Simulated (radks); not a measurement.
Results of a calculation; reference values are marked as such.
Valence configurations of Al (all share [Ne]). Code: a radial shooting solver on a logarithmic mesh with Libxc functionals. Model: non-relativistic Kohn-Sham, SCAN, spin-unpolarised, spherical densities, point nucleus; meta-GGA in the generalised Kohn-Sham scheme. Energies are relative to 3s2 3p1; eigenvalues in eV.

[
 {"valence": "3s2 3p1", "E (eV)": "0.000", "e(3p)": "-2.660", "e(3s)": "-7.974"},
 {"valence": "3s1 3p2", "E (eV)": "5.363", "e(3p)": "-3.342", "e(3s)": "-8.712"},
 {"valence": "3s0.5 3p2.5", "E (eV)": "8.045", "e(3p)": "-3.614", "e(3s)": "-8.949"},
 {"valence": "3s1.5 3p1.5", "E (eV)": "2.669", "e(3p)": "-3.019", "e(3s)": "-8.388"},
 {"valence": "3p3", "E (eV)": "10.718", "e(3p)": "-3.873", "e(3s)": "-"}
]

NIST lists [Ne] 3s2 3p1 as the ground configuration; this level of theory agrees among the configurations tried. The energies are those of spherical spin-averaged densities, not of single terms.
